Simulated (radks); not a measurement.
The numbers below are computed, except where a source is named.
Ionisation of Pm+, [Xe] 4f5 6s1, to Pm2+, [Xe] 4f5, under several functionals. Dirac Kohn-Sham, spin-unpolarised, spherical densities, point nucleus; open shells are shared between the two j in proportion to 2j + 1; a radial shooting solver on a logarithmic mesh with Libxc functionals.

| functional | E(Pm+) (hartree) | Exc (hartree) | IE (eV) | -e(HOMO) (eV) | <r> HOMO (bohr) | IE error (eV) |
|---|---|---|---|---|---|---|
| OLYP | -10030.6175 | -233.4108 | 10.814 | 7.922 | 4.044 | -0.124 |
| exchange-only PBE | -10023.5558 | -226.1312 | 10.600 | 6.832 | 1.073 | -0.338 |
| PBE | -10026.9101 | -229.5385 | 10.939 | 7.940 | 1.061 | +0.001 |
| AM05 | -10020.1235 | -222.6848 | 10.807 | 8.005 | 1.059 | -0.131 |
| RPBE | -10027.3064 | -229.9408 | 10.893 | 7.879 | 1.060 | -0.045 |
| SOGGA | -10022.8505 | -225.4360 | 10.750 | 7.884 | 1.060 | -0.188 |

NIST Atomic Spectra Database: 10.94 eV (semi-empirical). Closest: PBE. The Delta-SCF values span 0.34 eV, the total energies 10.49 hartree. The highest occupied level is 6s1/2. Spin polarisation and multiplet splitting are left out, so open shells lie too high by an amount that depends on their filling. Sharing an open shell by 2j + 1 raises it above the true ground level by a part of the spin-orbit splitting, which enters the differences from NIST.

Beside tabulated values, note that spin-unpolarised runs miss the spin-polarisation part of the exchange energy of open shells.
